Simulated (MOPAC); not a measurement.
Job for MOPAC: PM3 on H8OSi2 (a complex).

```
PM3 1SCF PRECISE CHARGE=0 THREADS=1
H8OSi2

Si    -0.64658379 1    -1.27137196 1    -0.33500503 1
O     -0.00731427 1     0.04477834 1     0.40323216 1
Si     0.95825731 1     1.36400106 1     0.28652804 1
H     -1.62569728 1    -1.88604811 1     0.58503120 1
H     -1.32245350 1    -0.87095975 1    -1.59140160 1
H      0.42322708 1    -2.24631444 1    -0.65035686 1
H      2.36420489 1     0.94746830 1     0.07460221 1
H      0.84921755 1     2.12804787 1     1.54658363 1
H      0.52712574 1     2.20969278 1    -0.85144052 1
H     -0.65211802 1    -0.17158185 1     2.97174573 1
H     -0.78894560 1    -0.26653954 1     3.69746923 1
```

Program output:

```
*******************************************************************************
 **                                                                           **
 **                              MOPAC v23.2.5                                **
 **                                                                           **
 *******************************************************************************
 ** MOPAC's Digital Object Identifier: https://doi.org/10.5281/zenodo.6511958 **
 **                                                                           **
 ** Please cite the open-source release paper for use of this MOPAC version:  **
 ** J. E. Moussa and J. J. P. Stewart (2026)                                  **
 ** MOPAC: An open-source semiempirical molecular orbital program             **
 ** J. Open Source Softw., 11(119), 8025, https://doi.org/10.21105/joss.08025 **
 *******************************************************************************

                              PM3 CALCULATION RESULTS

 *******************************************************************************
 *  PM3        - The PM3 Hamiltonian to be used
 *
 *
 *
 *                 CHARGE ON SYSTEM = 0
 *
 *
 *
 *  PRECISE    - TIGHTER CRITERIA TO BE USED
 *  1SCF       - DO 1 SCF AND THEN STOP
 *  THREADS=1  - MULTI-THREADING NOT USED
 *  T=         - A TIME OF 172800.0 SECONDS REQUESTED
 *  DUMP=N     - RESTART FILE WRITTEN EVERY 7200.0 SECONDS REQUESTED
 *******************************************************************************
PM3 1SCF PRECISE CHARGE=0 THREADS=1
 H8OSi2

   ATOM   CHEMICAL          X               Y               Z
  NUMBER   SYMBOL      (ANGSTROMS)     (ANGSTROMS)     (ANGSTROMS)

     1      Si         -0.64658379  *  -1.27137196  *  -0.33500503  *
     2       O         -0.00731427  *   0.04477834  *   0.40323216  *
     3      Si          0.95825731  *   1.36400106  *   0.28652804  *
     4       H         -1.62569728  *  -1.88604811  *   0.58503120  *
     5       H         -1.32245350  *  -0.87095975  *  -1.59140160  *
     6       H          0.42322708  *  -2.24631444  *  -0.65035686  *
     7       H          2.36420489  *   0.94746830  *   0.07460221  *
     8       H          0.84921755  *   2.12804787  *   1.54658363  *
     9       H          0.52712574  *   2.20969278  *  -0.85144052  *
    10       H         -0.65211802  *  -0.17158185  *   2.97174573  *
    11       H         -0.78894560  *  -0.26653954  *   3.69746923  *



          CARTESIAN COORDINATES

    NO.       ATOM           X           Y           Z

     1        Si         -0.6466     -1.2714     -0.3350
     2         O         -0.0073      0.0448      0.4032
     3        Si          0.9583      1.3640      0.2865
     4         H         -1.6257     -1.8860      0.5850
     5         H         -1.3225     -0.8710     -1.5914
     6         H          0.4232     -2.2463     -0.6504
     7         H          2.3642      0.9475      0.0746
     8         H          0.8492      2.1280      1.5466
     9         H          0.5271      2.2097     -0.8514
    10         H         -0.6521     -0.1716      2.9717
    11         H         -0.7889     -0.2665      3.6975

  H: (PM3): J. J. P. STEWART, J. COMP. CHEM. 10, 209 (1989).
  O: (PM3): J. J. P. STEWART, J. COMP. CHEM. 10, 209 (1989).
 Si: (PM3): J. J. P. STEWART, J. COMP. CHEM. 10, 209 (1989).

           Empirical Formula: H8 O Si2  =    11 atoms



      MOLECULAR POINT GROUP   :   Cs


      RHF CALCULATION, NO. OF DOUBLY OCCUPIED LEVELS = 11


 -------------------------------------------------------------------------------
 PM3 1SCF PRECISE CHARGE=0 THREADS=1
 H8OSi2



     1SCF WAS SPECIFIED, SO BFGS WAS NOT USED
     SCF FIELD WAS ACHIEVED


                              PM3 CALCULATION
                                                       MOPAC v23.2.5 Linux




          FINAL HEAT OF FORMATION =        -86.57943 KCAL/MOL =    -362.24834 KJ/MOL


          COSMO AREA              =        146.49 SQUARE ANGSTROMS
          COSMO VOLUME            =        137.24 CUBIC ANGSTROMS

          IONIZATION POTENTIAL    =          9.225210 EV
          HOMO LUMO ENERGIES (EV) =         -9.225  0.979
          NO. OF FILLED LEVELS    =         11
          MOLECULAR WEIGHT        =         80.2336         POINT GROUP:  Cs

          MOLECULAR DIMENSIONS (Angstroms)

            Atom       Atom       Distance
            H    11    H     5     5.34996
            H     4    H     7     4.91560
            H     9    H     6     3.56815


          SCF CALCULATIONS        =          1





   ATOM   CHEMICAL          X               Y               Z
  NUMBER   SYMBOL      (ANGSTROMS)     (ANGSTROMS)     (ANGSTROMS)

     1      Si         -0.64658379  *  -1.27137196  *  -0.33500503  *
     2       O         -0.00731427  *   0.04477834  *   0.40323216  *
     3      Si          0.95825731  *   1.36400106  *   0.28652804  *
     4       H         -1.62569728  *  -1.88604811  *   0.58503120  *
     5       H         -1.32245350  *  -0.87095975  *  -1.59140160  *
     6       H          0.42322708  *  -2.24631444  *  -0.65035686  *
     7       H          2.36420489  *   0.94746830  *   0.07460221  *
     8       H          0.84921755  *   2.12804787  *   1.54658363  *
     9       H          0.52712574  *   2.20969278  *  -0.85144052  *
    10       H         -0.65211802  *  -0.17158185  *   2.97174573  *
    11       H         -0.78894560  *  -0.26653954  *   3.69746923  *

                             CARTESIAN COORDINATES

   1   Si       -0.646583790    -1.271371960    -0.335005030
   2    O       -0.007314270     0.044778340     0.403232160
   3   Si        0.958257310     1.364001060     0.286528040
   4    H       -1.625697280    -1.886048110     0.585031200
   5    H       -1.322453500    -0.870959750    -1.591401600
   6    H        0.423227080    -2.246314440    -0.650356860
   7    H        2.364204890     0.947468300     0.074602210
   8    H        0.849217550     2.128047870     1.546583630
   9    H        0.527125740     2.209692780    -0.851440520
  10    H       -0.652118020    -0.171581850     2.971745730
  11    H       -0.788945600    -0.266539540     3.697469230


           Empirical Formula: H8 O Si2  =    11 atoms



      MOLECULAR POINT GROUP   :   Cs


                  EIGENVALUES
 -34.87253 -17.13294 -15.55917 -15.44619 -13.98032 -13.43244 -13.11497 -10.99210
 -10.91623  -9.38689  -9.22521   0.97878   1.34883   1.51472   2.58031   2.61490
   2.94849   2.96624   3.57013   5.13624


              NET ATOMIC CHARGES AND DIPOLE CONTRIBUTIONS

  ATOM NO.   TYPE          CHARGE      No. of ELECS.   s-Pop       p-Pop
    1         Si           0.722190        3.2778     0.90263     2.37518
    2          O          -0.630657        6.6307     1.70132     4.92934
    3         Si           0.722111        3.2779     0.90272     2.37517
    4          H          -0.119717        1.1197     1.11972
    5          H          -0.144578        1.1446     1.14458
    6          H          -0.143159        1.1432     1.14316
    7          H          -0.143328        1.1433     1.14333
    8          H          -0.119642        1.1196     1.11964
    9          H          -0.144394        1.1444     1.14439
   10          H           0.027810        0.9722     0.97219
   11          H          -0.026635        1.0266     1.02664
 DIPOLE           X         Y         Z       TOTAL
 POINT-CHG.     0.198     0.023    -0.599     0.632
 HYBRID        -0.016    -0.002     0.049     0.052
 SUM            0.182     0.020    -0.550     0.580


          ATOMIC ORBITAL ELECTRON POPULATIONS

     Atom    s        px        py        pz
    1 Si   0.90263   0.83518   0.72290   0.81710
    2  O   1.70132   1.71710   1.44072   1.77152
    3 Si   0.90272   0.78543   0.72200   0.86774
    4  H   1.11972
    5  H   1.14458
    6  H   1.14316
    7  H   1.14333
    8  H   1.11964
    9  H   1.14439
   10  H   0.97219
   11  H   1.02664

 **********************
 *                    *
 * JOB ENDED NORMALLY *
 *                    *
 **********************




 == MOPAC DONE ==
```

The run finished.

Cost: about 0.020 core-seconds (a rough figure).
